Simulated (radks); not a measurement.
The numbers below are computed, except where a source is named.
Polarisability of neutral chromium, [Ar] 3d5 4s1, at imaginary frequency. Code: a radial shooting solver on a logarithmic mesh with Libxc functionals. Model: non-relativistic Kohn-Sham, LDA (Slater exchange, Perdew-Wang correlation), spin-unpolarised, spherical densities, point nucleus. Response by self-consistent Sternheimer equations with the Hartree and adiabatic LDA kernel.

| w (hartree) | alpha1(iw) (bohr^3) |
|---|---|
| 0.00266 | 76.87 |
| 0.0143 | 75.97 |
| 0.0360 | 71.41 |
| 0.0697 | 60.26 |
| 0.118 | 44.32 |
| 0.186 | 29.36 |
| 0.280 | 18.57 |
| 0.413 | 11.64 |
| 0.605 | 7.275 |
| 0.892 | 4.491 |
| 1.35 | 2.672 |
| 2.12 | 1.460 |
| 3.59 | 0.6761 |
| 6.94 | 0.2339 |
| 17.5 | 0.04813 |

Static values: alpha1 = 76.90 bohr^3 (11.40 angstrom^3; uncoupled 128.4). C6 = 658.4, triple-dipole C9 = 35550 atomic units. One-pole (London) frequency 4 C6 / (3 alpha1^2) = 0.148 hartree, against 0.118 for minus the highest occupied eigenvalue. The dipole shielding factor is 1.000, as the force sum rule N/Z = 1.000 demands. Recommended static value: 83 bohr^3 (Schwerdtfeger and Nagle, 2023 table).

Beside tabulated values, note that spin-unpolarised runs miss the spin-polarisation part of the exchange energy of open shells.
